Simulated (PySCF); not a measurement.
## Magnesium: highly charged ions in a basis for the neutral atom

Mg(9+) [He] 2s1, Mg(10+) 1s2. Computed with PySCF 2.14 in def2-SVP, with no relativity, point nucleus. No spin-orbit coupling, so a gap to NIST mixes the basis error with missing relativistic terms.

Changed run: basis of the neutral atom used for a highly charged ion. This setting is unsound on purpose.

```
species  method  sound run (hartree)  changed run (hartree)  converged
 Mg(9+)     UHF              not run             -149.57847        yes
 Mg(9+)    MN15              not run             -149.57453        yes
 Mg(9+)    BP86              not run             -149.63046        yes
Mg(10+)     UHF              not run             -136.55515        yes
Mg(10+)    MN15              not run             -136.54774        yes
Mg(10+)    BP86              not run             -136.59619        yes
```

Ionisation energy of Mg(9+):

```csv
method,changed run (eV),NIST (eV)
UHF,354.38,367.49
MN15,354.48,367.49
BP86,354.68,367.49
```

The contracted functions were made for the neutral atom and can be too rigid for a highly charged ion.
